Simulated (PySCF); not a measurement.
Gas-phase reaction: 2 InHCl₂ + NH = InCl₃.NH₃ + InCl, at 500 K and a standard pressure of 1 bar. Level: PBE/def2-TZVP†.

Energies from PySCF, thermal terms from the rigid-rotor harmonic-oscillator model, ideal gas at 1 bar. † marks an energy on the PBE0/def2-TZVP geometry and frequencies. Open shells (unrestricted): NH (multiplicity 3); the rest are closed-shell singlets. In: scalar-relativistic def2 core potential, no spin-orbit coupling. Adducts (InCl₃.NH₃) have no counterpoise correction, and HF, PBE, BLYP, B3LYP and PBE0 lack dispersion. InHCl₂, InCl₃.NH₃: computed as isolated molecules; such fragments, hydroxides, amides, oligomers or adducts are transient or little studied in the gas. The harmonic model lacks anharmonicity and excited electronic states, which grow with temperature; levels with a mode under 35 cm⁻¹ are left out. Soft modes under 120 cm⁻¹ make the harmonic entropy rough for InHCl₂, InCl₃.NH₃.

```tsv
species	E (Ha)	H(500 K) − E (kJ/mol)	S°(500 K) (J/mol/K)
InHCl₂	-1110.88123	50.7	349.4
NH	-55.17133	34.3	196.1
InCl₃.NH₃	-1626.92146	161.8	473.4
InCl	-650.24825	19.0	267.2
```
E: electronic energy; H − E holds the zero-point and thermal terms. 1 Ha = 2625.5 kJ/mol.

Task: Work out ΔH°, ΔS°, ΔG° and log10 K from these numbers.

Result: 1. ΔE = 1×(-1626.92146) + 1×(-650.24825) − 2×(-1110.88123) − 1×(-55.17133) = -0.23592 Ha = -619.4 kJ.
2. Δ(H − E) = 1×(161.8) + 1×(19.0) − 2×(50.7) − 1×(34.3) = 45.1 kJ, so ΔH° = -574.3 kJ.
3. ΔS° = 1×(473.4) + 1×(267.2) − 2×(349.4) − 1×(196.1) = -154.3 J/K; the number of gas molecules changes by -1.
4. ΔG° = ΔH° − TΔS° = -574.3 − 500×(-154.3)/1000 = -497.1 kJ.
5. log10 K = −ΔG°/(RT ln 10) = 51.94, with RT ln 10 = 9.57 kJ/mol; at standard pressures the products are favoured.
6. A shift of 10 kJ in ΔE would move log10 K by 1.04 here.
For scale, ΔH°(298 K) is -573 kJ at this level, -561 kJ at ωB97M-V/def2-TZVP†, and runs from -650 to -384 kJ over the 16 levels computed.
